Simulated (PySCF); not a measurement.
## InGa⁺: energy against distance

Set-up: basis In def2-SVPD with ECP28, Ga def2-SVPD; scalar-relativistic core potentials; PySCF 2.14. Energies in eV from In⁺ + Ga in their ground configurations at the same level. All curves are PBE0. state 1: ²Σ⁺ (doublet), unpaired electrons σ ↑; state 2: doublet, unpaired electrons π ↑, a second solution, started from another occupation; state 3: quartet, unpaired electrons σ ↑↑, π ↑, a second solution, started from another occupation.

```
R (Å)  state 1  state 2  state 3
2.940   -1.120  -0.6832   2.6538
3.077   -1.225  -0.6816   2.8451
3.214   -1.281  -0.6608   3.0382
3.316   -1.300  -0.6388   3.1594
3.419   -1.305  -0.6146   3.2623
3.522   -1.299  -0.5900   3.3508
3.658   -1.278  -0.5586   3.4521
3.829   -1.240  -0.5238   3.5596
4.034   -1.184  -0.4904   3.6687
4.308   -1.103  -0.4595   3.7903
```

Q: Put a parabola through the three lowest points of the state 1 curve and estimate Re, k and ωe (reduced mass 43.08 u; 1 eV/Å² = 0.16022 mdyn/Å; ωe = 1302.8·√(k/μ) cm⁻¹).

A: Through R = 3.316, 3.419, 3.522 Å the second-order coefficient is 0.518 eV/Å², so Re ≈ 3.414 Å, k ≈ 0.166 mdyn/Å and ωe ≈ 81 cm⁻¹. A polynomial fit of higher order to the unrounded PBE0 energies gives Re = 3.408 Å, k = 0.170 mdyn/Å, ωe = 81.8 cm⁻¹; anharmonicity and rounding make the difference.

The higher-order fit for each curve: state 1: Re = 3.408 Å, ωe = 81.8 cm⁻¹, De = 1.30 eV. State 2 gave no clean fit. State 3 gave no clean fit.

These are scalar-relativistic numbers at best; spin–orbit coupling would shift them, the dissociation energy most. For an ion De counts to the pair picked by the measured ionisation energies or electron affinities, which need not be the lowest pair at this level. The state was picked by a PBE0 search and need not be the measured ground state.
